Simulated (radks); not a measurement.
Species: S3+. Configuration: [Ne] 3s2 3p1 (the NIST ground configuration).

Method: scalar-relativistic Kohn-Sham, LDA (Slater exchange, Perdew-Wang correlation), spin-unpolarised, spherical densities, point nucleus; computed with a radial shooting solver on a logarithmic mesh with Libxc functionals.

Energy parts (eV):
part                      energy
total                 -10757.179
kinetic                10791.655
electron-nucleus      -25159.779
Hartree                 4239.249
exchange-correlation    -628.303

Orbitals (lengths in bohr, moments of r in powers of bohr):
orbital  occ.  eigenvalue (eV)      <r>
1s          2        -2440.409  0.09715
2s          2        -252.4283   0.4798
2p          6        -198.3171   0.4415
3s          2         -52.2825    1.519
3p          1         -40.4145    1.658
3d          0         -24.1928    1.983
4s          0         -18.9936    3.457

The highest occupied level is 3p at -40.414 eV. The density falls to 0.001 e/bohr^3 at r = 3.10 bohr. Summed over all electrons, <r^2> = 10.50 bohr^2, which gives a Langevin (diamagnetic) susceptibility term of -8.31 x 10^-6 cm^3/mol.
